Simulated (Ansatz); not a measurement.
`[GeH3][GeH2][SiH2][GeH2][GeH3]` + SiH₄ → `[SiH3][GeH2][SiH2][GeH2][GeH3]` + GeH₄  (formal exchange of groups at a Ge–Ge bond)

Isolated molecules relaxed with PBE0-D4/def2-TZVP in Ansatz; ΔE leaves out vibrations. CCSD(T)/CBS is the MP2 limit (def2-TZVPP, def2-QZVPP) plus CCSD(T) − MP2 in def2-TZVPP, frozen cores. This one scheme is used for every species. DFT in def2-TZVPP. For Ge outer-core shells are correlated without core-valence functions, which leaves a few kJ/mol of doubt a bond. Scalar relativity is left out up to krypton. Each species was taken in one conformer, which may not be the lowest.

`[GeH3][GeH2][SiH2][GeH2][GeH3]`:

Z-matrix (Å, degrees):
```
Ge
Ge 1 2.424
H 1 1.538 2 109.8
H 1 1.538 2 110.0 3 119.2
H 1 1.537 2 111.2 3 -120.3
Si 2 2.379 1 109.9 3 -60.4
H 2 1.540 1 109.8 3 176.8
H 2 1.541 1 108.7 3 59.0
Ge 6 2.379 2 108.1 1 49.0
H 6 1.489 2 109.6 1 -71.5
H 6 1.489 2 110.5 1 169.0
Ge 9 2.424 6 109.9 2 49.0
H 9 1.541 6 109.2 2 -70.2
H 9 1.540 6 111.3 2 170.8
H 12 1.538 9 111.2 6 179.2
H 12 1.538 9 109.7 6 -60.6
H 12 1.538 9 110.1 6 58.6
```

SiH₄:

Z-matrix (Å, degrees):
```
Si
H 1 1.485
H 1 1.485 2 109.5
H 1 1.485 2 109.5 3 -120.0
H 1 1.485 2 109.5 3 120.0
```

`[SiH3][GeH2][SiH2][GeH2][GeH3]`:

```xyz
17

Si   -0.221    1.577   -2.142
Ge   -0.887   -0.659   -1.675
Si   -1.671   -0.817    0.567
Ge   -0.068    0.215    1.990
Ge    2.146   -0.635    1.487
H     0.280    1.711   -3.535
H    -1.376    2.495   -1.954
H     0.860    1.976   -1.201
H     0.327   -1.594   -1.843
H    -1.971   -1.114   -2.670
H    -2.990   -0.136    0.687
H    -1.840   -2.243    0.959
H    -0.396   -0.033    3.475
H    -0.082    1.737    1.751
H     2.180   -2.161    1.676
H     3.205    0.000    2.402
H     2.504   -0.319    0.026
```

GeH₄:

Z-matrix (Å, degrees):
```
Ge
H 1 1.534
H 1 1.534 2 109.5
H 1 1.534 2 109.5 3 -120.0
H 1 1.534 2 109.5 3 120.0
```

```
                         species  RPA@PBE/def2-TZVPP energy (Eh)
`[GeH3][GeH2][SiH2][GeH2][GeH3]`                     -8599.26270
                            SiH₄                      -291.55368
`[SiH3][GeH2][SiH2][GeH2][GeH3]`                     -6812.67622
                            GeH₄                     -2078.13332
```

Work out ΔE.

ΔE = (-6812.67622) + (-2078.13332) − (-8599.26270) − (-291.55368) = 0.00684 Eh = +4.3 kcal/mol. CCSD(T)/CBS gives +3.8 kcal/mol.

Largest T1 diagnostic among the species: 0.012.

Leaving LDA and LC-ωPBE aside and taking each functional with its dispersion term where it has one, the values, not all of them listed here, spread over 2.8 kcal/mol, from B97M-V to BHLYP-D4.
